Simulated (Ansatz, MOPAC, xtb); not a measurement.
Dimer: GeH4 (SMILES [GeH4]) (first 5 atoms) with C2H6O (SMILES COC); geometry from B3LYP-D3(BJ)/def2-TZVP, rigid monomers moved along the line of their centres of mass till Ge1···O7 is 2.83 Å.
(charge 0, multiplicity 1):
| atom | x (Å) | y (Å) | z (Å) |
|---|---|---|---|
| Ge | 0.2755 | 0.0049 | 0.6678 |
| H | -0.1896 | -1.4293 | 0.9469 |
| H | -0.7187 | 1.0111 | 1.2663 |
| H | 0.3199 | 0.2217 | -0.8582 |
| H | 1.6785 | 0.2426 | 1.2390 |
| C | 0.5358 | 0.8925 | 4.0317 |
| O | 0.1495 | -0.3465 | 3.4778 |
| C | -1.1949 | -0.6702 | 3.7588 |
| H | 0.4454 | 0.8851 | 5.1252 |
| H | -0.0750 | 1.7140 | 3.6356 |
| H | 1.5765 | 1.0600 | 3.7599 |
| H | -1.3671 | -0.7515 | 4.8395 |
| H | -1.4031 | -1.6304 | 3.2902 |
| H | -1.8802 | 0.0840 | 3.3509 |

Interaction energies are E(AB) − E(A) − E(B) at the monomers' geometry in the complex; basis-set methods are counterpoise corrected.

Frozen-core correlation. Filled d and f shells under p-block atoms count as core. The state reached by PM6 isn't checked.

Programs: Ansatz (a first-principles code); MOPAC for PM6 (differences of heats of formation); xtb for the GFN methods. Each number belongs to the level named beside it.

Predict the interaction energy from PM6.

3.0 kcal/mol

What is the computed interaction energy (SCS-MP2/aug-cc-pVDZ)?

-0.4 kcal/mol

Give the interaction energy at the level GFN1-xTB.

-8.6 kcal/mol
